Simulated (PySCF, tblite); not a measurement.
Isomers of C5H11Si2 (doublet state), one GFN2-xTB conformer each. Single-point energies are computed at B3LYP/pcH-1 (PySCF, gas phase, no added dispersion term), electronic only. GFN2-xTB treats the open shell by occupation alone, and not every SCF solution was tested for stability.

Problem. Rank them by B3LYP/pcH-1 energy, lowest first (kJ/mol).
A. `[CH3:1]/[C:2]=[CH:3]\[CH:4]1[SiH2:5][CH2:6][SiH2:7]1` (doublet state) with C2–C3–C4–Si5 127°, C3–C4–Si5–C6 127°, C4–Si5–C6–Si7 -6°, Si5–C6–Si7–C4 6°, C3–C4–Si7–C6 -127°
B. `[CH:1]#[C:2][C@@H:3]([SiH2:4])[CH2:5][CH2:6][SiH3:7]` (doublet state) with C2–C3–Si4–H 67° and -62°, C2–C3–C5–C6 63°, C3–C5–C6–Si7 -179°

Solution. A (0.0), B (64.9).

As drawn, the lower has a four-membered ring, which the higher lacks. GFN2-xTB itself gives, in the same order: 44.1, 0.0. GFN2-xTB puts C#C[C@@H]([SiH2])CC[SiH3] lowest instead.

Problem. What happens when harmonic zero-point energies from GFN2-xTB frequencies are added?

Solution. 
```csv
SMILES,ZPE (kJ/mol),electronic (kJ/mol),with ZPE (kJ/mol)
C/[C]=C\C1[SiH2]C[SiH2]1,344.8,0.0,0.0
C#C[C@@H]([SiH2])CC[SiH3],341.7,64.9,61.8
```

The zero-point energies span 3.1 kJ/mol. The order is unchanged.
